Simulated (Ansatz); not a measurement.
All numbers were calculated with Ansatz.

CH4AlBF2Si (`FC1[BH][Al]([F])[SiH2]1`) at its PBE0-D4/def2-TZVP geometry, where that method's forces vanish. Charge 0, multiplicity 1.

```json
{"atom": "F1", "x (Å)": "1.723", "y (Å)": "0.591", "z (Å)": "-1.458"}
{"atom": "C2", "x (Å)": "0.931", "y (Å)": "0.180", "z (Å)": "-0.404"}
{"atom": "B3", "x (Å)": "0.604", "y (Å)": "-1.308", "z (Å)": "-0.204"}
{"atom": "Al4", "x (Å)": "-0.890", "y (Å)": "-0.909", "z (Å)": "1.253"}
{"atom": "F5", "x (Å)": "-1.676", "y (Å)": "-1.539", "z (Å)": "2.555"}
{"atom": "Si6", "x (Å)": "-0.804", "y (Å)": "1.083", "z (Å)": "-0.129"}
{"atom": "H7", "x (Å)": "1.373", "y (Å)": "0.566", "z (Å)": "0.544"}
{"atom": "H8", "x (Å)": "0.931", "y (Å)": "-2.171", "z (Å)": "-0.959"}
{"atom": "H9", "x (Å)": "-0.557", "y (Å)": "2.520", "z (Å)": "0.163"}
{"atom": "H10", "x (Å)": "-1.636", "y (Å)": "0.986", "z (Å)": "-1.362"}
```

(1) For each bond, give half the difference of the two atoms' forces along it (eV/Å; positive pushes the atoms apart) under PBE-D4, r2SCAN-D4, B3LYP-D4, ωB97M-V in def2-TZVPP. (Estimate.)

Answers

(1) The calculation gave: 
| bond | length (Å) | PBE-D4 | r2SCAN-D4 | B3LYP-D4 | ωB97M-V |
| --- | --- | --- | --- | --- | --- |
| F1–C2 | 1.380 | 0.48 | 0.38 | 0.45 | 0.32 |
| C2–B3 | 1.537 | -0.17 | -0.10 | -0.04 | 0.00 |
| C2–Si6 | 1.976 | 0.12 | 0.02 | 0.04 | -0.09 |
| C2–H7 | 1.115 | 0.12 | -0.04 | -0.18 | -0.11 |
| B3–Al4 | 2.124 | -0.23 | -0.03 | 0.02 | -0.08 |
| B3–H8 | 1.193 | 0.09 | -0.03 | -0.16 | -0.14 |
| Al4–F5 | 1.646 | 0.49 | 0.06 | 0.13 | 0.17 |
| Al4–Si6 | 2.426 | -0.18 | 0.00 | 0.07 | -0.02 |
| Si6–H9 | 1.487 | 0.07 | -0.03 | -0.12 | -0.13 |
| Si6–H10 | 1.491 | 0.08 | -0.02 | -0.10 | -0.10 |

B3LYP here is the variant with VWN-RPA as its local correlation; programs differ in this.
